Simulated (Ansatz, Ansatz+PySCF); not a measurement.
| atom | x (Å) | y (Å) | z (Å) |
| --- | --- | --- | --- |
| S | 0.0000 | 0.0000 | 1.1893 |
| C | 0.0000 | 1.2350 | -0.0031 |
| C | 0.0000 | -1.2350 | -0.0031 |
| C | 0.0000 | 0.7120 | -1.2695 |
| C | 0.0000 | -0.7120 | -1.2695 |
| H | 0.0000 | 2.2833 | 0.2931 |
| H | 0.0000 | -2.2833 | 0.2931 |
| H | 0.0000 | 1.3256 | -2.1717 |
| H | 0.0000 | -1.3256 | -2.1717 |

Basis set: def2-SVP (spherical functions). Correlated methods keep 9 orbitals frozen. Charge 0, multiplicity 1.

Computed with Ansatz (development build ahead of 0.2.0); each method stands on the lowest determinant of its kind that the runs found. Restricted open shells among the atoms or ions are ROHF, correlated in semicanonical orbitals with singles. Restricted functionals stand beside restricted open-shell atoms, which can lie above the unrestricted atoms usual in DFT and then raise those values.

(1) Give the atomization energy at this shape (free ground-state atoms in the same class of orbitals less the molecule, no zero-point energy) of singlet C4H4S by ωB97X (restricted), ωB97X (unrestricted), r²SCAN (restricted), r²SCAN (unrestricted), PBE0 (restricted), PBE0 (unrestricted), PBE (unrestricted), PBE (restricted), RHF-MP2, UHF-MP2, UHF, RHF.

Results:

(1)

```csv
method,atomization energy
ωB97X (restricted),974.48 kcal/mol
ωB97X (unrestricted),966.77 kcal/mol
r²SCAN (restricted),984.77 kcal/mol
r²SCAN (unrestricted),976.37 kcal/mol
PBE0 (restricted),987.76 kcal/mol
PBE0 (unrestricted),982.72 kcal/mol
PBE (unrestricted),1003.98 kcal/mol
PBE (restricted),1007.81 kcal/mol
RHF-MP2,940.58 kcal/mol
UHF-MP2,933.72 kcal/mol
UHF,704.48 kcal/mol
RHF,716.85 kcal/mol
```

Caution for UHF-MP2: another reference gives a lower total. Caution for UHF-MP2, UHF: the determinant breaks the point group; the unrestricted determinant is spin contaminated.
